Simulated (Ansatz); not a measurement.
Abridged output of a molecular run in Ansatz:

```
Functional definition: HF
983 factors; integrals over basis functions are off by at most 1.1e-3 eV
mean field evaluation 1: about -47434.4490 eV, gradient 2.8e1 eV
mean field evaluation 2: about -47434.4573 eV, gradient 2.8e1 eV
mean field evaluation 4: about -47436.7889 eV, gradient 3.4e0 eV
mean field evaluation 8: about -47436.8259 eV, gradient 1.6e-1 eV
mean field evaluation 16: about -47436.8112 eV, gradient 1.6e0 eV
mean field -47436.82600849 eV, -1743.2712019767 hartree, gradient 2.7e-6 eV, S^2 0.000000; 0 other end points of the search recorded, 0 dependent functions left out
22 core orbitals not correlated: weight in the atoms' cores, before any rotation towards them, 1.000 or more for the frozen orbitals, at most 0.000 for the correlated occupied ones
reference -47436.82600849 eV, -1743.2712019767 hartree; 17, 17 occupied and 66, 66 virtual orbitals, 983 factors
second order -19.82515977 eV of doubles, -0.00000000 eV of singles
cycle   1  -20.48576034 eV  change   -6.6e-1 eV  update   1.0e-1
cycle   2  -20.96575241 eV  change   -4.8e-1 eV  update   3.0e-2
cycle   3  -21.06750256 eV  change   -1.0e-1 eV  update   1.4e-2
cycle   4  -21.07065893 eV  change   -3.2e-3 eV  update   4.2e-3
cycle   5  -21.07297438 eV  change   -2.3e-3 eV  update   1.6e-3
cycle   6  -21.07328948 eV  change   -3.2e-4 eV  update   4.5e-4
cycle   7  -21.07339881 eV  change   -1.1e-4 eV  update   1.2e-4
cycle   8  -21.07350714 eV  change   -1.1e-4 eV  update   3.5e-5
cycle   9  -21.07351449 eV  change   -7.3e-6 eV  update   9.9e-6
perturbative correction -0.66326268 eV, -0.0243744540 hartree
Total energy: -47458.56278566 eV, -1744.0700138039 hartree
```

Its atoms:

Cartesian coordinates in Å:
```
C -1.604 -0.575 1.101
C -0.652 -0.234 0.448
Si 0.771 0.276 -0.529
Cl 0.167 1.503 -2.025
Cl 1.672 -1.354 -1.326
Cl 2.092 1.261 0.650
H -2.447 -0.878 1.680
```

Question: Which basis set was used?
A. def2-SVPD
B. def2-QZVPP
C. def2-TZVPPD
D. def2-SVP

Answer: D. It gives 105 functions.

Question: Write the keys of the input that set method, charge and spin (a neutral closed shell needs none for the last two).

Answer: 
```yaml
correlation: {method: ccsd_t}
```
